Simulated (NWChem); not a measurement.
System: NbH₂SO₂Cl; SMILES [Cl][Nb]([OH])(=[S])[OH]

```xyz
7

Nb    -0.2373     0.0793     0.0000
S      1.3501     1.5143     0.0000
Cl     0.6617    -2.0442     0.0000
O     -1.2903     0.3403    -1.5207
H     -1.2388     0.9120    -2.2939
O     -1.2903     0.3403     1.5207
H     -1.2388     0.9120     2.2939
```
Atoms are numbered in this order, from 1.

Computed with NWChem. All runs use the structure optimised with PBE0/def2-SVP. Not confirmed as a minimum by frequencies. def2 effective core potentials on Nb; no spin-orbit coupling.

Task: What does the run give for PBE/def2-SVP? Quantities: highest occupied level (eV); orbital gap (eV); dipole (D).

Result: The highest occupied level (eV) comes out as -6.64 and the orbital gap (eV) is 3.92. The dipole (D) is 2.54.
